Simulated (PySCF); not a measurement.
Be(iPr)(SeH), C₃H₈BeSe, SMILES C[CH](C)[Be][SeH], PBE0/def2-SVP optimised geometry.

```
13

Be     0.68    -0.03     0.00
C     -1.01    -0.03     0.00
C     -1.62     1.35     0.28
C     -1.62    -1.11     0.91
H     -1.28    -0.30    -1.05
H     -2.72     1.33     0.20
H     -1.39     1.69     1.30
H     -1.26     2.12    -0.41
H     -1.24    -2.12     0.68
H     -2.72    -1.14     0.83
H     -1.38    -0.92     1.98
Se     2.72    -0.03     0.00
H      2.73    -0.33    -1.44
```

Density from PBE0/def2-TZVP (PySCF) at that geometry.

Minimum of the electron density along straight lines between bonded atoms, close to the bond critical point (lines longer than 1.1 times the sum of covalent radii, or with two minima, are not listed):

| bond | length / Å | ρ at the minimum / e bohr⁻³ | ∇²ρ there / e bohr⁻⁵ | position (fraction from the first atom) |
|---|---|---|---|---|
| Be1–C2 | 1.692 | ___ | 0.32 | 0.33 |
| C2–C3 | 1.534 | 0.237 | -0.56 | 0.49 |
| C2–C4 | 1.535 | 0.237 | -0.56 | 0.49 |
| C2–H5 | 1.112 | 0.260 | -0.83 | 0.63 |
| C3–H6 | 1.105 | 0.269 | -0.89 | 0.64 |
| C3–H7 | 1.103 | 0.270 | -0.90 | 0.64 |
| C3–H8 | 1.102 | 0.271 | -0.90 | 0.64 |
| C4–H9 | 1.102 | 0.271 | -0.90 | 0.64 |
| C4–H10 | 1.105 | 0.269 | -0.89 | 0.64 |
| C4–H11 | 1.103 | 0.270 | -0.90 | 0.64 |
| Be1–Se12 | 2.045 | 0.074 | ___ | 0.30 |
| Se12–H13 | 1.474 | 0.170 | ___ | 0.63 |

**Question.** Fill in the missing entries.

**Answer.** 
- Be1–C2, ρ at the minimum / e bohr⁻³: 0.102
- Be1–Se12, ∇²ρ there / e bohr⁻⁵: 0.16
- Se12–H13, ∇²ρ there / e bohr⁻⁵: -0.29
